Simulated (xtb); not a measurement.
C$_{5}$H$_{7}$FO$_{3}$ (SMILES C=C(F)C(=O)OCCO), singlet, at a GFN2-xTB geometry; GFN2-xTB (xtb).

xtb was given this input:
```
$ xtb mol.xyz --gfn 2 --ohess --json

# file mol.xyz
16

C      2.15573175    -1.28139252     0.15319051
C      1.88249419    -0.05214001     0.56265108
F      2.80713338     0.67781153     1.20854290
C      0.58121896     0.66182709     0.39996774
O      0.32309313     1.72967712     0.88697556
O     -0.25879003    -0.04343278    -0.36276187
C     -1.55289247     0.52624254    -0.54928930
C     -2.38958239    -0.43327945    -1.38303749
O     -2.82045466    -1.48569687    -0.55395323
H      3.12143483    -1.72351365     0.32517004
H      1.40635785    -1.85668018    -0.35557155
H     -1.45184089     1.49413494    -1.05114403
H     -2.02423289     0.67871011     0.42662084
H     -1.77736006    -0.80935513    -2.21323218
H     -3.24895019     0.11676957    -1.79191564
H     -3.30221676    -2.13229494    -1.07979227
```

The log (banner, timings and long lists left out):

```
   ID    Z sym.   atoms
    1    6 C      1, 2, 4, 7, 8
    2    9 F      3
    3    8 O      5, 6, 9
    4    1 H      10-16

           -------------------------------------------------
          |                Calculation Setup                |
           -------------------------------------------------

           -------------------------------------------------
          |                 G F N 2 - x T B                 |
           -------------------------------------------------

          ...................................................
          :                      SETUP                      :
          :.................................................:
          :  # basis functions                  43          :
          :  # atomic orbitals                  43          :
          :  # shells                           25          :
          :  # electrons                        52          :
          :  max. iterations                   250          :
          :  Hamiltonian                  GFN2-xTB          :
          :  restarted?                      false          :
          :  GBSA solvation                  false          :
          :  PC potential                    false          :
          :  electronic temp.          300.0000000     K    :
          :  accuracy                    1.0000000          :
          :  -> integral cutoff          0.2500000E+02      :
          :  -> integral neglect         0.1000000E-07      :
          :  -> SCF convergence          0.1000000E-05 Eh   :
          :  -> wf. convergence          0.1000000E-03 e    :
          :  Broyden damping             0.4000000          :
          :  net charge                          0          :
          :  unpaired electrons                  0          :
          ...................................................

 iter      E             dE          RMSdq      gap      omega  full diag
   1    -31.3915188 -0.313915E+02  0.499E+00    4.19       0.0  T
   2    -31.4329827 -0.414639E-01  0.282E+00    3.68       1.0  T
   3    -31.4238863  0.909646E-02  0.150E+00    3.74       1.0  T
   4    -31.4380294 -0.141431E-01  0.640E-01    3.79       1.0  T
   5    -31.4415001 -0.347074E-02  0.118E-01    3.72       1.0  T
   6    -31.4415515 -0.513809E-04  0.593E-02    3.75       1.0  T
   7    -31.4415581 -0.666827E-05  0.181E-02    3.75       1.4  T
   8    -31.4415585 -0.350988E-06  0.507E-03    3.75       4.9  T
   9    -31.4415585 -0.537666E-07  0.176E-03    3.75      14.2  T
  10    -31.4415585 -0.453873E-08  0.657E-04    3.75      38.0  T
  11    -31.4415585 -0.811589E-09  0.239E-04    3.75     104.5  T

   *** convergence criteria satisfied after 11 iterations ***

         :::::::::::::::::::::::::::::::::::::::::::::::::::::
         ::                     SUMMARY                     ::
         :::::::::::::::::::::::::::::::::::::::::::::::::::::
         :: total energy             -31.164741480203 Eh    ::
         :: gradient norm              0.000042651086 Eh/a0 ::
         :: HOMO-LUMO gap              3.749309791521 eV    ::
         ::.................................................::
         :: SCC energy               -31.441534983651 Eh    ::
         :: -> isotropic ES            0.075467883455 Eh    ::
         :: -> anisotropic ES          0.002830025837 Eh    ::
         :: -> anisotropic XC         -0.003089564626 Eh    ::
         :: -> dispersion             -0.009489373981 Eh    ::
         :: repulsion energy           0.276793503448 Eh    ::
         :: add. restraining           0.000000000000 Eh    ::
         :: total charge              -0.000000000000 e     ::
         :::::::::::::::::::::::::::::::::::::::::::::::::::::

      -----------------------------------------------------------
     |                   =====================                   |
     |                        A N C O P T                        |
     |                   =====================                   |
     |               Approximate Normal Coordinate               |
     |                Rational Function Optimizer                |
      -----------------------------------------------------------
      -----------------------------------------------------------
     |                   =====================                   |
     |                        A N C O P T                        |
     |                   =====================                   |
     |               Approximate Normal Coordinate               |
     |                Rational Function Optimizer                |
      -----------------------------------------------------------

          ...................................................
          :                      SETUP                      :
          :.................................................:
          :   optimization level            normal          :
          :   max. optcycles                   200          :
          :   ANC micro-cycles                  20          :
          :   degrees of freedom                42          :
          :.................................................:
          :   RF solver                   davidson          :
          :   write xtbopt.log                true          :
          :   linear?                        false          :
          :   energy convergence         0.5000000E-05 Eh   :
          :   grad. convergence          0.1000000E-02 Eh/α :
          :   maxmium RF displ.          1.0000000          :
          :   Hlow (freq-cutoff)         0.1000000E-01      :
          :   Hmax (freq-cutoff)         5.0000000          :
          :   S6 in model hess.         20.0000000          :
          ...................................................

generating ANC from exact Hessian ...
Using Lindh-Hessian (1995)
 Shifting diagonal of input Hessian by    8.0889964332630775E-003
 Lowest  eigenvalues of input Hessian
[...]
 * total energy  :   -31.1647415 Eh     change       -0.1107594E-09 Eh
   *** GEOMETRY OPTIMIZATION CONVERGED AFTER 1 ITERATIONS ***
         :: total energy             -31.164741480316 Eh    ::
[...]
eigval :      627.50   687.52   750.46   864.10   896.64   898.30
eigval :      910.05   932.36  1041.64  1084.71  1118.19  1143.52
eigval :     1192.83  1225.30  1246.43  1254.49  1316.94  1347.73
eigval :     1370.59  1438.06  1461.02  1682.15  1764.07  2878.12
eigval :     2907.37  2941.73  2962.19  3124.99  3178.65  3562.29
 reduced masses (amu)
   1: 13.48   2: 13.08   3: 13.15   4: 14.14   5: 13.48   6: 14.48   7: 13.25   8: 13.95
   9: 14.34  10: 10.66  11: 12.46  12: 10.12  13:  9.43  14:  7.44  15: 12.70  16: 11.75
  17: 10.07  18: 11.92  19: 12.35  20:  7.29  21:  7.40  22: 11.45  23:  8.22  24:  4.66
  25:  9.00  26:  7.71  27:  8.60  28:  9.48  29: 10.92  30: 13.51  31:  2.51  32:  2.83
  33: 11.26  34:  3.14  35:  3.76  36:  2.41  37:  4.76  38:  1.84  39:  1.82  40: 11.62
  41: 13.48  42:  1.92  43:  1.50  44:  1.89  45:  1.58  46:  1.57  47:  2.07  48:  1.87
 IR intensities (km·mol⁻¹)
   1:  0.61   2:  3.67   3:  0.72   4:  0.20   5:  0.70   6:  1.40   7:  2.02   8:  2.03
   9:  3.11  10:  3.08  11:  0.23  12: 39.01  13: 76.59  14: 49.56  15:  5.37  16: 13.84
  17: 23.86  18:  1.35  19: 12.15  20:  0.69  21: 16.18  22: 13.59  23:  5.48  24: 44.33
  25: 26.26  26: 31.08  27: 17.83  28: 12.36  29: 64.18  30:424.96  31:  3.48  32: 68.59
  33: 17.05  34: 53.34  35:  5.79  36:  9.78  37: 10.18  38:  4.23  39:  1.64  40: 39.25
  41:454.13  42: 53.15  43: 38.46  44: 25.78  45: 14.11  46:  1.75  47:  2.90  48: 11.48
 Raman intensities (Ä⁴*amu⁻¹)
   1:  0.00   2:  0.00   3:  0.00   4:  0.00   5:  0.00   6:  0.00   7:  0.00   8:  0.00
   9:  0.00  10:  0.00  11:  0.00  12:  0.00  13:  0.00  14:  0.00  15:  0.00  16:  0.00
  17:  0.00  18:  0.00  19:  0.00  20:  0.00  21:  0.00  22:  0.00  23:  0.00  24:  0.00
  25:  0.00  26:  0.00  27:  0.00  28:  0.00  29:  0.00  30:  0.00  31:  0.00  32:  0.00
  33:  0.00  34:  0.00  35:  0.00  36:  0.00  37:  0.00  38:  0.00  39:  0.00  40:  0.00
  41:  0.00  42:  0.00  43:  0.00  44:  0.00  45:  0.00  46:  0.00  47:  0.00  48:  0.00
 output can be read by thermo (or use thermo option).
 writing <g98.out> molden fake output.
 recommended (thermochemical) frequency scaling factor: 1.0
           -------------------------------------------------
          |             Thermodynamic Functions             |
           -------------------------------------------------

c1  symmetry found (for desy threshold:  0.10E+00) used in thermo

          ...................................................
          :                      SETUP                      :
          :.................................................:
          :  # frequencies                          42      :
          :  # imaginary freq.                       0      :
          :  linear?                             false      :
          :  only rotor calc.                    false      :
          :  symmetry                               c1      :
          :  rotational number                       1      :
          :  scaling factor                  1.0000000      :
          :  rotor cutoff                   50.0000000 cm⁻¹ :
          :  imag. cutoff                  -20.0000000 cm⁻¹ :
          :.................................................:

    mode    ω/cm⁻¹     T·S(HO)/kcal·mol⁻¹    T·S(FR)/kcal·mol⁻¹   T·S(vib)
   ------------------------------------------------------------------------
       1      4.05    -2.92332 (  0.00%)    -1.79832 (100.00%)    -1.79837
       2     46.75    -1.47594 ( 43.32%)    -1.07625 ( 56.68%)    -1.24939
       3     59.42    -1.33466 ( 66.60%)    -1.00526 ( 33.40%)    -1.22464
       4    126.78    -0.89276 ( 97.64%)    -0.78084 (  2.36%)    -0.89012
       5    156.88    -0.77135 ( 98.98%)    -0.71775 (  1.02%)    -0.77080
       6    242.34    -0.53240 ( 99.82%)    -0.58895 (  0.18%)    -0.53250
       7    268.89    -0.47803 ( 99.88%)    -0.55815 (  0.12%)    -0.47813
       8    292.61    -0.43495 ( 99.91%)    -0.53311 (  0.09%)    -0.43503
   ------------------------------------------------------------------------

   temp. (K)  partition function   enthalpy   heat capacity  entropy
                                   cal/mol     cal/K/mol   cal/K/mol   J/K/mol
 298.15  VIB  0.253E+05             4597.741     26.385     30.656
         ROT  0.616E+06              888.752      2.981     29.474
         INT  0.156E+11             5486.493     29.366     60.130
         TR   0.150E+28             1481.254      4.968     40.574
         TOT                        6967.7472    34.3344   100.7045   421.3475

       T/K    H(0)-H(T)+PV         H(T)/Eh          T*S/Eh         G(T)/Eh
   ------------------------------------------------------------------------
    298.15    0.111038E-01    0.126513E+00    0.478479E-01    0.786653E-01
   ------------------------------------------------------------------------

         :::::::::::::::::::::::::::::::::::::::::::::::::::::
         ::                  THERMODYNAMIC                  ::
         :::::::::::::::::::::::::::::::::::::::::::::::::::::
         :: total free energy         -31.086076148069 Eh   ::
         ::.................................................::
         :: total energy              -31.164741480315 Eh   ::
         :: zero point energy           0.115409468062 Eh   ::
         :: G(RRHO) w/o ZPVE           -0.036744135815 Eh   ::
         :: G(RRHO) contrib.            0.078665332247 Eh   ::
         :::::::::::::::::::::::::::::::::::::::::::::::::::::

optimized geometry written to: xtbopt.xyz

           -------------------------------------------------
          | TOTAL ENERGY              -31.164741480315 Eh   |
          | TOTAL ENTHALPY            -31.038228200282 Eh   |
          | TOTAL FREE ENERGY         -31.086076148069 Eh   |
          | GRADIENT NORM               0.000043577367 Eh/α |
          | HOMO-LUMO GAP               3.749313218167 eV   |
           -------------------------------------------------

normal termination of xtb
```
